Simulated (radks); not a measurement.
Values are calculated unless marked as measured or tabulated.
All-electron atom: Pm II in [Xe] 4f5 6s1 (the NIST ground configuration). Code: a radial shooting solver on a logarithmic mesh with Libxc functionals. Model: scalar-relativistic Kohn-Sham, BLYP, spin-polarised, spherical densities, finite nucleus; open shells are filled with parallel spins first (spin-orbit coupling, left out, can overturn this in heavy ions); Fermi nuclear charge, rms radius 4.962 fm.

Normalised radial functions P(r) = r R(r), r in bohr:

r,4f down
0.004425,0.0000
0.005997,0.0000
0.008127,0.0000
0.01101,0.0000
0.01505,0.0001
0.02039,0.0003
0.02764,0.0008
0.03746,0.0024
0.05076,0.0067
0.0688,0.0177
0.09324,0.0438
0.1274,0.1019
0.1726,0.2095
0.234,0.3824
0.3171,0.6075
0.4297,0.8262
0.5824,0.9493
0.7957,0.9181
1.078,0.7669
1.461,0.5697
1.981,0.3812
2.684,0.2323
3.638,0.1288
4.97,0.0598
6.736,0.0222
9.129,0.0058
12.37,0.0009

4f down (empty): eigenvalue -5.764 eV, 0 radial nodes, <r> = 1.12 bohr, 90 % of the charge inside 2.04 bohr.
